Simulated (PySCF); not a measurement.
B(Vi)(NH2)2, SMILES C=CB(N)N (C₂H₇BN₂), PBE0/def2-SVP optimised geometry.

```
12

B     -0.09    -0.66     0.00
C     -0.87     0.71     0.00
C     -0.40     1.86    -0.50
H     -1.89     0.73     0.41
H     -0.98     2.79    -0.50
H      0.60     1.92    -0.96
N     -0.84    -1.87    -0.01
H     -1.84    -1.87    -0.09
H     -0.43    -2.79    -0.04
N      1.32    -0.66     0.00
H      1.89    -1.49    -0.03
H      1.85     0.19     0.14
```

Density from PBE0/def2-TZVP (PySCF) at that geometry.

Minimum of the electron density along straight lines between bonded atoms, close to the bond critical point (lines longer than 1.1 times the sum of covalent radii, or with two minima, are not listed):

```
bond     length / Å  ρ at the minimum / e bohr⁻³  ∇²ρ there / e bohr⁻⁵  position (fraction from the first atom)
-------  ----------  ---------------------------  --------------------  ---------------------------------------
B1–C2         1.578                            ?                 -0.21                                     0.33
C2–C3         1.339                        0.346                 -1.05                                     0.49
C2–H4         1.100                        0.273                 -0.93                                     0.64
C3–H5         1.096                        0.277                 -0.96                                     0.65
C3–H6         1.097                        0.276                 -0.95                                     0.64
B1–N7         1.418                        0.203                  0.53                                     0.33
N7–H8         1.009                        0.338                 -1.70                                     0.74
N7–H9         1.010                        0.337                 -1.66                                     0.74
B1–N10        1.417                        0.204                  0.53                                     0.33
N10–H11       1.010                        0.337                 -1.66                                     0.74
N10–H12       1.009                        0.338                 -1.70                                     0.74
```

Task: Complete the blanks.

Result: 
- B1–C2, ρ at the minimum / e bohr⁻³: 0.181
